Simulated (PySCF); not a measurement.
Job for PySCF: R-BP86/6-31G* on AsH3 (SMILES [AsH3]).

```python
from pyscf import gto, scf, dft, mp
from pyscf.data.elements import chemcore

mol = gto.M(
    atom='''
    As   -0.35960818   -0.28905008    4.49634833
    H    -0.93328707    0.76126911    3.54939725
    H    -0.25945295   -1.32431419    3.37957213
    H     1.06871912    0.19190173    4.25669109
    ''',
    basis='6-31g*',
    cart=True,
    charge=0, spin=0, verbose=3, max_memory=1800)
mf = dft.RKS(mol, xc='b88,p86')
mf.conv_tol = 1e-8
mf.max_cycle = 100
mf.kernel()
if not mf.converged:
    mf = mf.newton().run(mf.mo_coeff, mf.mo_occ)
```

The log:

```
converged SCF energy = -2237.65117480875
```

The run converged.

Cost: roughly 1.0 core-seconds.
